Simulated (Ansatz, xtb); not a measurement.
Species: ZnBr2 (charge -1, doublet). The spin state was set by rule; other spins were not relaxed. 
Coordinates optimised at B3LYP-D3(BJ)/def2-TZVP (Ansatz, a first-principles code):
```
Zn
Br 1 2.4882
Br 1 2.4882 2 119.67
```
Charge -1, spin multiplicity 2.

Harmonic wavenumbers from GFN2-xTB (xtb, at its own minimum), cm⁻¹: 42, 136, 151.

Q: Give the harmonic wavenumbers at B3LYP-D3(BJ)/def2-TZVP (Ansatz, finite differences of forces, unscaled).

A: 57, 175, 206 cm⁻¹. Zero-point energy 0.6 kcal/mol.

Q: From these and the geometry, give the ideal-gas thermochemistry at 298.15 K and 1 atm (rigid rotor, harmonic oscillator).

A: Point group C2v, rotational symmetry number 2. Rotational constants 6.968, 0.6833, 0.6223 GHz. S(trans) 42.14, S(rot) 27.70, S(vib) 9.03, S(elec, spin only) 1.38, S 80.2 cal/(mol K). H(298) - H(0) 3.61 kcal/mol; G - E(el) -19.7 kcal/mol.
